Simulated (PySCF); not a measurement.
## Stretching CsBr

Set-up: PySCF, scalar-relativistic core potentials, basis sets Cs def2-SVP with ECP46, Br def2-SVP. Energies in eV from Cs + Br in their ground configurations at the same level. State: ¹Σ⁺ (singlet), closed shell.

| R (Å) | r²SCAN |
| --- | --- |
| 2.700 | -3.385 |
| 2.825 | -3.778 |
| 2.951 | -3.992 |
| 3.045 | -4.067 |
| 3.139 | -4.091 |
| 3.233 | -4.076 |
| 3.359 | -4.015 |
| 3.516 | -3.896 |
| 3.704 | -3.717 |
| 3.955 | -3.456 |

Q: Put a parabola through the three lowest points of the r²SCAN curve and estimate Re, k and ωe (reduced mass 49.52 u; 1 eV/Å² = 0.16022 mdyn/Å; ωe = 1302.8·√(k/μ) cm⁻¹).

A: Through R = 3.045, 3.139, 3.233 Å the second-order coefficient is 2.21 eV/Å², so Re ≈ 3.150 Å, k ≈ 0.707 mdyn/Å and ωe ≈ 156 cm⁻¹. A polynomial fit of higher order to the unrounded r²SCAN energies gives Re = 3.146 Å, k = 0.672 mdyn/Å, ωe = 152 cm⁻¹; anharmonicity and rounding make the difference.

The higher-order fit for each curve: r²SCAN: Re = 3.146 Å, ωe = 152 cm⁻¹, De = 4.09 eV.

These are scalar-relativistic numbers at best; spin–orbit coupling would shift them, the dissociation energy most.
